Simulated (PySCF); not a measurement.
Atoms are numbered as in `[O:1]=[C:2]([O-:3])[C:4]#[C:5][CH2:6][C:7]([F:8])([F:9])[F:10]`. Each H is labelled by its parent atom.

Geometry: GFN2-xTB; GIAO shifts from PySCF 2.14, gas phase, non-relativistic, averaged over equivalent atoms.

At mPW1PW91/pcSseg-1 (180 basis functions, 21 s wall time on 1 thread of an Intel Xeon Platinum 8559C, shared host):
```csv
atoms,δ (ppm)
O1/O3,358.7
C2,154.5
C7,136.7
C4,103.8
C5,54.6
C6,31.0
F8/F9/F10,-81.9
H(C6),3.07
```

References, each an isolated molecule treated in the same way: H2O for 17O (σ = 334.86 ppm); TMS for 13C (σ = 186.06 ppm) and 1H (σ = 31.77 ppm); CFCl3 for 19F (σ = 171.58 ppm).

Q: Predict the values at PBE0/pcSseg-1 on the same geometry.

A: 
| atoms | δ at PBE0/pcSseg-1 | change |
| --- | --- | --- |
| O1/O3 | 359.5 | +0.8 |
| C2 | 154.4 | -0.1 |
| C7 | 136.7 | +0.0 |
| C4 | 104.0 | +0.2 |
| C5 | 55.0 | +0.4 |
| C6 | 30.9 | -0.1 |
| F8/F9/F10 | -82.2 | -0.3 |
| H(C6) | 3.07 | +0.00 |

Shifts are taken against calculated references (same method and geometry level): 17O (336.08 ppm) vs H2O; 13C (186.93 ppm) and 1H (31.72 ppm) against TMS; 19F (170.95 ppm) vs CFCl3.

The largest change is at O1/O3 (carboxylate oxygen). Cost: 180 basis functions, 21 s wall time on 1 thread of an Intel Xeon Platinum 8559C, shared host. The order of the carbon signals is the same at both levels.

Unscaled 19F shifts against computed CFCl3 carry errors that often reach 10 to 50 ppm. Unscaled 17O shifts of doubly bonded oxygen tend to come out too high, by tens of ppm or more. Experimental scales use liquid or dissolved standards, which lie at an offset from isolated H2O (liquid H2O: subtract about 36 ppm).
